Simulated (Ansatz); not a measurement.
`[SiH3][GaH][Cl]` + `[SiH3][SeH]` → `[SiH3][Se][GaH][Cl]` + SiH₄ at 400 K and 1 bar (cleavage of the Ga–Si bond).

Calculated with Ansatz (gas phase, PBE0-D4/def2-TZVP geometries, no zero-point term in ΔE). CBS: MP2 limit from def2 TZ/QZ plus the TZ coupled-cluster correction, frozen cores. This one scheme is used for every species. For Ga, Se outer-core shells are correlated without core-valence functions, which leaves a few kJ/mol of doubt a bond. Scalar relativity is left out up to krypton. Each species was taken in one conformer, which may not be the lowest.

| species | CCSD(T)/CBS energy (Eh) | H − E (kJ/mol) | S (J/(mol·K)) |
| --- | --- | --- | --- |
| `[SiH3][GaH][Cl]` | -2675.24391 | 113.7 | 373.6 |
| `[SiH3][SeH]` | -2692.20088 | 107.1 | 307.6 |
| `[SiH3][Se][GaH][Cl]` | -5076.01837 | 126.0 | 429.5 |
| SiH₄ | -291.46306 | 96.9 | 218.6 |

H − E and S are ideal-gas, rigid-rotor, harmonic terms from PBE0-D4/def2-TZVP, for one conformer and one mirror image of each species. 1 Eh = 2625.50 kJ/mol, R = 8.31446 J/(mol·K).

Task: By hand: ΔE, ΔH, ΔS and ΔG.

Result: ΔE = (-5076.01837) + (-291.46306) − (-2675.24391) − (-2692.20088) = -0.03664 Eh = -96.2 kJ/mol. Δ(H − E) = 126.0 + 96.9 − 113.7 − 107.1 = 2.1, so ΔH = -94.1 kJ/mol. ΔS = 429.5 + 218.6 − 373.6 − 307.6 = -33.1 J/(mol·K). ΔG = -94.1 − 400 × (-33.1)/1000 = -80.9 kJ/mol.

Task: By hand: the equilibrium constant, and the temperature at which ΔG would vanish if ΔH and ΔS stayed fixed.

Result: log₁₀ K = −ΔG/(RT ln 10) = 10.6. ΔG = 0 at ΔH/ΔS = 2843 K, far beyond where these terms or the molecules hold.

ΔH outweighs TΔS. A doubt of 5 kJ/mol in ΔE shifts log₁₀ K by 0.7 here. Other conformers and mirror images would add mixing entropy, several J/(mol·K) or more a flexible species. Modes under 60 cm⁻¹, often nearly free rotors, make the harmonic entropy too high. These are equilibria of isolated gas molecules and say nothing of rates. Largest T1 diagnostic: 0.013 (customary marks: 0.02 for closed shells, 0.045 for open ones).
